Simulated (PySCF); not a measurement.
# I: script and output

File input.py (PySCF 2.14):

```python
from pyscf import gto, scf

mol = gto.M(
    atom='I 0 0 0',
    basis='ano-rcc-vdzp',
    charge=0,
    spin=1,
    symmetry=True,
    verbose=3,
)
mf = scf.ROHF(mol)
mf = mf.sfx2c1e()
mf.kernel()
mf.analyze()
print('orbital energies (hartree):', mf.mo_energy[..., max(0, mol.nelec[1]-3):mol.nelec[0]+3].round(4))
```

```bash
$ python input.py
```

It prints (some set-up lines and the per-cycle HOMO/LUMO lines with their warnings removed):

```
converged SCF energy = -7112.66038065355
Wave-function symmetry = SO3
single occ                     0    0    0    1    0    0    0    0    0    0    0    0    0    0    0    0
**** MO energy ****
                          Roothaan           | alpha              | beta
[16 lines left out]
MO #17  (p+0 #3 ) energy= -5.58092298019854  | -5.58236341074284  | -5.57948254965425  occ= 2
MO #18  (p-1 #3 ) energy= -5.58092242211407  | -5.58236285116216  | -5.57948199306601  occ= 2
MO #19  (d+1 #2 ) energy= -2.30947905681309  | -2.31464196218904  | -2.30431615143715  occ= 2
MO #20  (d-2 #2 ) energy= -2.30947534280981  | -2.31463826434444  | -2.30431242127521  occ= 2
MO #21  (d+2 #2 ) energy= -2.30947534288095  | -2.31463826441561  | -2.30431242134629  occ= 2
MO #22  (d+0 #2 ) energy= -2.29899788373608  | -2.3013905811003   | -2.29660518637187  occ= 2
MO #23  (d-1 #2 ) energy= -2.29375535949358  | -2.29476221768657  | -2.29274850130059  occ= 2
MO #24  (s+0 #5 ) energy= -0.877659404430748 | -0.921689051125181 | -0.833629757736292 occ= 2
MO #25  (p+0 #4 ) energy= -0.391375203555293 | -0.403005502892801 | -0.379744904217744 occ= 2
MO #26  (p-1 #4 ) energy= -0.391374780373073 | -0.403005071735328 | -0.379744489010787 occ= 2
MO #27  (p+1 #4 ) energy= -0.251746215519682 | -0.451876846474909 | -0.0516154363749397 occ= 1
MO #28  (p+1 #5 ) energy= 0.457580384924481  | 0.433785892046387  | 0.481374729470399  occ= 0
MO #29  (p+0 #5 ) energy= 0.466227895283052  | 0.463055333551631  | 0.469400457014502  occ= 0
MO #30  (p-1 #5 ) energy= 0.466227923130257  | 0.463055351941005  | 0.469400494319514  occ= 0
[13 lines left out]
 ** Mulliken atomic charges  **
charge of    0I =     -0.00000
Dipole moment(X, Y, Z, Debye):  0.00000, -0.00000,  0.00000
orbital energies (hartree): [-0.8777 -0.3914 -0.3914 -0.2517  0.4576  0.4662  0.4662]
```

In short: E(SCF) = -7112.660381 Eh.

Wall time 4.1 s on one thread of a shared host.

No search for the lowest solution was made.
